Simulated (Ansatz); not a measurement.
CSTe, SMILES `S=C=[Te]`. The species carries charge 0 and has multiplicity 1. Correlated methods include outer-core shells of Te, which these sets cover unevenly. Te takes the def2 core potential.

```xyz
3

S     0.4284   -0.0265   -1.6057
C     0.0308   -0.0019   -0.1155
Te   -0.4592    0.0284    1.7212
```

Question: Give the diagnostics of a CCSD(T)/def2-TZVPP run (frozen core, the Gaussian-basis code of Ansatz). (Estimate.)

Answer: The calculation gave: T1 = 0.0196, largest single amplitude 0.044, largest double 0.076, (T) share of the correlation energy 4.9 %, 10 CCSD cycles. The RHF solution is stable towards an unrestricted one. T1 lies under the customary mark of 0.02 for closed shells.
